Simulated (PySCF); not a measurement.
Species: benzeneseleninic acid, C₆H₆O₂Se.
Numbering: `[O:1]=[Se@:2]([OH:3])[c:4]1[cH:5][cH:6][cH:7][cH:8][cH:9]1` (hydrogens: H10 on O3; H11 on C5; H12 on C6; H13 on C7; H14 on C8; H15 on C9)

Computed with PySCF at PBE0/def2-SVPD, non-relativistic, on one gas-phase PBE0-D3(BJ)/def2-SVP geometry that isn't relaxed in the solvent. The solvent is an IEF-PCM continuum (Bondi radii, 1.10 Å for H, scaled by 1.2), and excitations are vertical TDDFT with non-equilibrium linear response and a frozen core. The model holds no explicit solvent molecules, cavitation or dispersion. Spin–orbit coupling is left out although an atom past zinc is present.

Gas-phase singlets (H = HOMO, L = LUMO):

| state | E (eV) | λ (nm) | f | leading configuration |
| --- | --- | --- | --- | --- |
| S1 | 4.593 | 270 | 0.012 | H→L 94% |
| S2 | 5.226 | 237 | 0.008 | H-1→L 68% |
| S3 | 5.552 | 223 | 0.043 | H→L+1 48% |
| S4 | 5.631 | 220 | 0.100 | H-2→L 42% |
| S5 | 5.861 | 212 | 0.013 | H-3→L 45% |

Task: How does the list change in acetonitrile (ε = 35.69)?

Result: 
```csv
state,E (eV),λ (nm),f,leading configuration,change by rank (eV)
S1,4.839,256,0.024,H→L 66%,+0.246
S2,5.175,240,0.015,H-1→L 64%,-0.051
S3,5.496,226,0.207,H-2→L 68%,-0.056
S4,5.929,209,0.016,H→L+1 51%,+0.298
S5,6.108,203,0.010,H→L+2 27%,+0.247
```

Task: The ground-state energy changes by -0.419 eV from gas to acetonitrile. By how much does the total energy of gas-phase S2 change?

Result: E(S2) = E(S0) + excitation energy, so it changes by -0.419 − 0.051 = -0.470 eV: it is lowered more than the ground state, which is what a red shift means. This is the vertical state, with the slow part of the continuum still set for S0.

Task: How do the frontier levels move from gas to acetonitrile?

Result: 
| orbital | gas (eV) | solvent (eV) | change (eV) | Löwdin shares, gas | Löwdin shares, solvent |
| --- | --- | --- | --- | --- | --- |
| LUMO+2 | -0.22 | -0.12 | +0.10 | Se2 39 %, C4 12 %, O1 9 %, O3 9 % | Se2 43 %, O1 11 %, C4 10 %, O3 8 % |
| LUMO+1 | -0.90 | -0.66 | +0.24 | C8 19 %, C5 18 %, C6 18 %, C9 18 % | C8 19 %, C5 18 %, C6 18 %, C9 17 % |
| LUMO | -1.59 | -1.46 | +0.13 | Se2 21 %, C4 14 %, C7 14 %, O3 10 % | Se2 24 %, C4 13 %, C7 12 %, O3 12 % |
| HOMO | -7.56 | -7.66 | -0.10 | O1 53 %, Se2 22 %, C4 10 %, O3 4 % | O1 29 %, Se2 17 %, C4 11 %, C6 11 % |
| HOMO-1 | -7.96 | -7.76 | +0.20 | C5 23 %, C8 23 %, C9 15 %, C6 15 % | C8 22 %, C5 22 %, C9 12 %, C6 11 % |
| HOMO-2 | -8.00 | -7.86 | +0.14 | C4 22 %, C7 21 %, C6 15 %, C9 13 % | O1 20 %, C4 20 %, C7 15 %, C6 10 % |
| HOMO-3 | -8.55 | -8.81 | -0.26 | O1 66 %, O3 17 %, Se2 9 % | O1 67 %, O3 18 %, Se2 9 % |

The HOMO–LUMO gap goes from 5.97 to 6.19 eV. Rows go by rank; for HOMO-2, HOMO-1 and HOMO the atom shares or the degeneracy differ between the runs, so the row needn't follow one orbital.

Shape of the structure used: `[O:1]=[Se@:2]([OH:3])[c:4]1[cH:5][cH:6][cH:7][cH:8][cH:9]1`: O1–Se2–C4–C5 -7°, H–O3–Se2–O1 -47°.
